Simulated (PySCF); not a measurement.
**Electron correlation in Au⁺ (gold, charge +1)**

[Xe] 4f14 5d10, closed-shell 1S. All numbers are calculated (PySCF 2.14, a scalar-relativistic core potential, in def2-SVP with the def2 core potential (60 electrons) (6s3p2d1f, 32 functions)). Frozen: 5s2 5p6; 10 electrons correlated.

Total MP2 correlation energy: -208.17 mhartree.

Same-spin part -73.79 and opposite-spin part -134.38 mhartree; SCS-MP2 scales them by 1/3 and 6/5 to -185.85 mhartree.

```json
{"level": "CCSD", "correlation energy (mhartree)": "-201.90"}
{"level": "(T)", "correlation energy (mhartree)": "-2.99"}
{"level": "CCSD(T)", "correlation energy (mhartree)": "-204.89"}
```

Diagnostics: T1 = 0.0066, D1 = 0.0093, largest double amplitude 0.024.

Question: Is a single reference adequate?

Answer: Yes, within this model without spin-orbit coupling: T1 lies below 0.03 and no double amplitude reaches 0.07.
